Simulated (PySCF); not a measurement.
Input for PySCF: R-B3LYP/3-21G on CH6GeO (a complex), monomers drawn apart or pushed together.

```python
from pyscf import gto, scf, dft, mp
from pyscf.data.elements import chemcore

mol = gto.M(
    atom='''
    C     0.49125447   -0.57724568    0.39054414
    O     0.43459162    0.47642369    0.96143741
    H     0.72649524   -0.64477595   -0.68852333
    H     0.31122916   -1.53524066    0.91435498
    Ge   -0.36589916    0.03899038    4.59324581
    H    -0.69907367   -0.28816471    6.06146712
    H    -0.34785996   -1.28165254    3.80519094
    H     1.01326657    0.70533289    4.52932696
    H    -1.44443684    0.97123919    4.02998069
    ''',
    basis='3-21g',
    charge=0, spin=0, verbose=3, max_memory=1800)
mf = dft.RKS(mol, xc='b3lyp')
mf.conv_tol = 1e-8
mf.max_cycle = 100
mf.kernel()
if not mf.converged:
    mf = mf.newton().run(mf.mo_coeff, mf.mo_occ)
```

The log:

```
converged SCF energy = -2183.21988907316
```

The calculation finished and met its thresholds.

Cost: around 1.2 core-seconds (rough).
